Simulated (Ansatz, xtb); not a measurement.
Isomers of C3H9OPSi in order of energy

5 gas-phase structures of C3H9OPSi, from a drawn sample of its isomers (lower ones may exist). Each was relaxed with GFN2-xTB; where two conformers were screened, the lower at r2SCAN-D4/def2-SVP is listed:

A. `O=[P@@H]1CC[C@@H]1[SiH3]`, a singlet
B. `P[Si@@H]1CCCO1`, a singlet
C. `C=CCO[SiH2]P`, a singlet
D. `C=CO[Si@H](C)P`, a singlet
E. `O=[P@H]1C[C@@H]([SiH3])C1`, a singlet

Task: Make a reasoned guess at their ranking by r2SCAN-D4/def2-SVP single-point energy.

Result: Calculated order at r2SCAN-D4/def2-SVP: B (0.0), D (50.1), C (117.4), A (127.3), E (137.7) kJ/mol.

Energies above the lowest of each column, in kJ/mol; the last columns are at PBE0-D3(BJ)/def2-SVP geometries and were run for some of them only (a dash: not run or not comparable):

```tsv
structure	GFN2-xTB	HF/STO-3G	r2SCAN-D4/def2-SVP	PBE0-D3(BJ)/def2-SVP	CCSD(T)/def2-SVP + ΔMP2/def2-TZVPP
B	0.0	0.0	0.0	0.0	0.0
D	90.1	165.7	50.1	60.8	44.5
C	85.3	249.6	117.4	123.3	103.8
A	24.6	473.3	127.3	–	–
E	36.2	471.7	137.7	–	–
```

Every level run on B puts it lowest or level with the lowest. Flexible structures stand in one conformer each, not always the lowest. C keeps a small imaginary mode. Frequencies (GFN2-xTB) were run for B, C, D alone. ΔMP2 is the change of the MP2 energy from the smaller to the larger basis.

Over these structures GFN2-xTB departs from r2SCAN-D4/def2-SVP by 50.3 kJ/mol on average once a common shift is removed. A GFN2-xTB relaxation took about 0.074 s and the r2SCAN-D4/def2-SVP energy about 1.5 s on a shared host (Ansatz 0.2.0, xtb 6.7.1).
